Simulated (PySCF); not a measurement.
Fractional electron number in La²⁺ (lanthanum, charge +2)

The 5d alpha orbital of [Xe] 5d1 is emptied in steps (occupation f), with all orbitals relaxed, ending at [Xe]. Calculation: PySCF 2.14, in def2-TZVPPD with the def2 core potential (46 electrons) (6s5p3d2f1g, 59 functions); scalar relativity through the core potential. The exact energy is a straight line in f; departures are measured from the line between the end points of the same method.

```json
{"f": "1", "CAM-B3LYP (eV)": "0.000"}
{"f": "0.9", "CAM-B3LYP (eV)": "-0.155"}
{"f": "0.7", "CAM-B3LYP (eV)": "-0.361"}
{"f": "0.5", "CAM-B3LYP (eV)": "-0.429"}
{"f": "0.3", "CAM-B3LYP (eV)": "-0.360"}
{"f": "0.1", "CAM-B3LYP (eV)": "-0.155"}
{"f": "0", "CAM-B3LYP (eV)": "0.000"}
```

```tsv
method	E(f=0) − E(f=1) (eV)	−ε at f=1 (eV)	−ε at f=0.5 (eV)
CAM-B3LYP	19.008	17.291	19.009
```

Orbital energy along the path (eV):

```tsv
f	CAM-B3LYP
1	-17.291
0.9	-17.634
0.7	-18.322
0.5	-19.009
0.3	-19.694
0.1	-20.380
0	-20.728
```

Reference removal energy between the ground levels: 19.177 eV (measured; NIST Atomic Spectra Database, ionization energies). The calculation has no spin-orbit coupling.
